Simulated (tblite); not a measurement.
Parent: `[CH3:1][O:2][c:3]1[cH:4][c:5]([Cl:6])[cH:7][cH:8][p:9]1` with C1–O2–C3–C4 180°, C6H6ClOP.

Computed geometry: GFN2-xTB, gas phase. One conformer each, not checked by frequencies here.

```csv
coordinate of the parent,value
C1–O2,1.405 Å
O2–C3,1.355 Å
C3–C4,1.391 Å
C4–C5,1.380 Å
C5–Cl6,1.730 Å
C5–C7,1.389 Å
C7–C8,1.375 Å
C8–P9,1.733 Å
C3–P9,1.758 Å
C1–O2–C3,117.1°
O2–C3–C4,114.7°
O2–C3–P9,121.1°
C4–C3–P9,124.2°
C3–C4–C5,123.6°
C4–C5–Cl6,118.0°
C4–C5–C7,123.7°
Cl6–C5–C7,118.3°
C5–C7–C8,121.9°
C7–C8–P9,127.0°
C3–P9–C8,99.5°
```

Q: How does the shared frame change in `[O:1]=[CH:2][c:3]1[cH:4][c:5]([Cl:6])[cH:7][cH:8][p:9]1` with O1–C2–C3–C4 180°, C6H4ClOP? Atoms pair as C3 = C3, C4 = C4, C5 = C5, Cl6 = Cl6, C7 = C7, C8 = C8, P9 = P9 (parent first).

A: 
```tsv
parent	relative	value in the relative	change
C3–C4	C3–C4	1.389 Å	-0.002
C4–C5	C4–C5	1.382 Å	+0.002
C5–Cl6	C5–Cl6	1.733 Å	+0.003
C5–C7	C5–C7	1.392 Å	+0.003
C7–C8	C7–C8	1.376 Å	+0.001
C8–P9	C8–P9	1.740 Å	+0.007
C3–P9	C3–P9	1.755 Å	-0.003
C4–C3–P9	C4–C3–P9	126.0°	+1.8
C3–C4–C5	C3–C4–C5	122.7°	-0.9
C4–C5–Cl6	C4–C5–Cl6	118.5°	+0.5
C4–C5–C7	C4–C5–C7	123.2°	-0.5
Cl6–C5–C7	Cl6–C5–C7	118.3°	0.0
C5–C7–C8	C5–C7–C8	122.9°	+1.0
C7–C8–P9	C7–C8–P9	126.6°	-0.4
C3–P9–C8	C3–P9–C8	98.7°	-0.8
```

Of the parent's bonds, C8–P9 changes most (+0.007 Å). Bonds of the relative outside the shared frame: O1=C2 1.206, C2–C3 1.460 Å. Point group Cs → Cs.

Q: How does the shared frame change in `[CH3:1][O:2][c:3]1[cH:4][c:5]([Cl:6])[cH:7][c:8]([S:9][CH3:10])[p:11]1` with C1–O2–C3–C4 179°, C7–C8–S9–C10 179°, C7H8ClOPS? Atoms pair as C1 = C1, O2 = O2, C3 = C3, C4 = C4, C5 = C5, Cl6 = Cl6, C7 = C7, C8 = C8, P9 = P11 (parent first).

A: 
```csv
parent,relative,value in the relative,change
C1–O2,C1–O2,1.405 Å,0.000
O2–C3,O2–C3,1.355 Å,0.000
C3–C4,C3–C4,1.388 Å,-0.003
C4–C5,C4–C5,1.383 Å,+0.003
C5–Cl6,C5–Cl6,1.728 Å,-0.002
C5–C7,C5–C7,1.383 Å,-0.006
C7–C8,C7–C8,1.386 Å,+0.011
C8–P9,C8–P11,1.752 Å,+0.019
C3–P9,C3–P11,1.757 Å,-0.001
C1–O2–C3,C1–O2–C3,117.4°,+0.3
O2–C3–C4,O2–C3–C4,114.9°,+0.2
O2–C3–P9,O2–C3–P11,120.0°,-1.1
C4–C3–P9,C4–C3–P11,125.1°,+0.9
C3–C4–C5,C3–C4–C5,123.0°,-0.6
C4–C5–Cl6,C4–C5–Cl6,117.9°,-0.1
C4–C5–C7,C4–C5–C7,124.1°,+0.4
Cl6–C5–C7,Cl6–C5–C7,118.0°,-0.3
C5–C7–C8,C5–C7–C8,122.6°,+0.7
C7–C8–P9,C7–C8–P11,125.7°,-1.3
C3–P9–C8,C3–P11–C8,99.5°,0.0
```

Of the parent's bonds, C8–P9 changes most (+0.019 Å). Bonds of the relative outside the shared frame: C8–S9 1.762, S9–C10 1.812 Å. Point group Cs → Cs.

Q: How does the shared frame change in `[CH3:1][O:2][C:3](=[O:4])[c:5]1[cH:6][c:7]([Cl:8])[cH:9][cH:10][p:11]1` with C1–O2–C3–O4 0°, O2–C3–C5–C6 180°, C7H6ClO2P? Atoms pair as C3 = C5, C4 = C6, C5 = C7, Cl6 = Cl8, C7 = C9, C8 = C10, P9 = P11 (parent first).

A: 
```csv
parent,relative,value in the relative,change
C3–C4,C5–C6,1.386 Å,-0.005
C4–C5,C6–C7,1.383 Å,+0.003
C5–Cl6,C7–Cl8,1.731 Å,+0.001
C5–C7,C7–C9,1.391 Å,+0.002
C7–C8,C9–C10,1.377 Å,+0.002
C8–P9,C10–P11,1.740 Å,+0.007
C3–P9,C5–P11,1.746 Å,-0.012
C4–C3–P9,C6–C5–P11,126.4°,+2.2
C3–C4–C5,C5–C6–C7,122.6°,-1.0
C4–C5–Cl6,C6–C7–Cl8,118.6°,+0.6
C4–C5–C7,C6–C7–C9,123.0°,-0.7
Cl6–C5–C7,Cl8–C7–C9,118.3°,0.0
C5–C7–C8,C7–C9–C10,122.9°,+1.0
C7–C8–P9,C9–C10–P11,126.5°,-0.5
C3–P9–C8,C5–P11–C10,98.6°,-0.9
```

Of the parent's bonds, C3–P9 changes most (-0.012 Å). Bonds of the relative outside the shared frame: C1–O2 1.417, O2–C3 1.343, C3=O4 1.204, C3–C5 1.476 Å. Point group Cs → Cs.

Q: How does the shared frame change in `[CH3:1][O:2][c:3]1[cH:4][c:5]([Cl:6])[cH:7][c:8]([CH3:9])[p:10]1` with C1–O2–C3–C4 180°, C7H8ClOP? Atoms pair as C1 = C1, O2 = O2, C3 = C3, C4 = C4, C5 = C5, Cl6 = Cl6, C7 = C7, C8 = C8, P9 = P10 (parent first).

A: 
| parent | relative | value in the relative | change |
| --- | --- | --- | --- |
| C1–O2 | C1–O2 | 1.404 Å | -0.001 |
| O2–C3 | O2–C3 | 1.356 Å | +0.001 |
| C3–C4 | C3–C4 | 1.390 Å | -0.001 |
| C4–C5 | C4–C5 | 1.380 Å | 0.000 |
| C5–Cl6 | C5–Cl6 | 1.731 Å | +0.001 |
| C5–C7 | C5–C7 | 1.387 Å | -0.002 |
| C7–C8 | C7–C8 | 1.380 Å | +0.005 |
| C8–P9 | C8–P10 | 1.745 Å | +0.012 |
| C3–P9 | C3–P10 | 1.756 Å | -0.002 |
| C1–O2–C3 | C1–O2–C3 | 117.1° | 0.0 |
| O2–C3–C4 | O2–C3–C4 | 114.7° | 0.0 |
| O2–C3–P9 | O2–C3–P10 | 120.8° | -0.3 |
| C4–C3–P9 | C4–C3–P10 | 124.5° | +0.3 |
| C3–C4–C5 | C3–C4–C5 | 123.1° | -0.5 |
| C4–C5–Cl6 | C4–C5–Cl6 | 117.9° | -0.1 |
| C4–C5–C7 | C4–C5–C7 | 124.0° | +0.3 |
| Cl6–C5–C7 | Cl6–C5–C7 | 118.1° | -0.2 |
| C5–C7–C8 | C5–C7–C8 | 123.1° | +1.2 |
| C7–C8–P9 | C7–C8–P10 | 125.0° | -2.0 |
| C3–P9–C8 | C3–P10–C8 | 100.3° | +0.8 |

Of the parent's bonds, C8–P9 changes most (+0.012 Å). Bonds of the relative outside the shared frame: C8–C9 1.502 Å. Point group Cs → Cs.

Q: How does the shared frame change in `[Cl:1][c:2]1[cH:3][cH:4][p:5][c:6]([CH:7]2[CH2:8][CH2:9]2)[cH:10]1` with P5–C6–C7–C8 -34°, C8H8ClP? Atoms pair as C3 = C6, C4 = C10, C5 = C2, Cl6 = Cl1, C7 = C3, C8 = C4, P9 = P5 (parent first).

A: 
```json
{"parent": "C3–C4", "relative": "C6–C10", "value in the relative": "1.384 Å", "change": "-0.007"}
{"parent": "C4–C5", "relative": "C10–C2", "value in the relative": "1.386 Å", "change": "+0.006"}
{"parent": "C5–Cl6", "relative": "C2–Cl1", "value in the relative": "1.734 Å", "change": "+0.004"}
{"parent": "C5–C7", "relative": "C2–C3", "value in the relative": "1.385 Å", "change": "-0.004"}
{"parent": "C7–C8", "relative": "C3–C4", "value in the relative": "1.378 Å", "change": "+0.003"}
{"parent": "C8–P9", "relative": "C4–P5", "value in the relative": "1.731 Å", "change": "-0.002"}
{"parent": "C3–P9", "relative": "C6–P5", "value in the relative": "1.755 Å", "change": "-0.003"}
{"parent": "C4–C3–P9", "relative": "C10–C6–P5", "value in the relative": "123.4°", "change": "-0.8"}
{"parent": "C3–C4–C5", "relative": "C6–C10–C2", "value in the relative": "124.1°", "change": "+0.5"}
{"parent": "C4–C5–Cl6", "relative": "C10–C2–Cl1", "value in the relative": "118.0°", "change": "0.0"}
{"parent": "C4–C5–C7", "relative": "C10–C2–C3", "value in the relative": "123.8°", "change": "+0.1"}
{"parent": "Cl6–C5–C7", "relative": "Cl1–C2–C3", "value in the relative": "118.2°", "change": "-0.1"}
{"parent": "C5–C7–C8", "relative": "C2–C3–C4", "value in the relative": "121.9°", "change": "0.0"}
{"parent": "C7–C8–P9", "relative": "C3–C4–P5", "value in the relative": "126.4°", "change": "-0.6"}
{"parent": "C3–P9–C8", "relative": "C6–P5–C4", "value in the relative": "100.4°", "change": "+0.9"}
```

Of the parent's bonds, C3–C4 and C4–C5 change most and about equally (-0.007 to +0.006 Å). Bonds of the relative outside the shared frame: C6–C7 1.477, C7–C8 1.507, C8–C9 1.489, C7–C9 1.507 Å. Point group Cs → Cs.
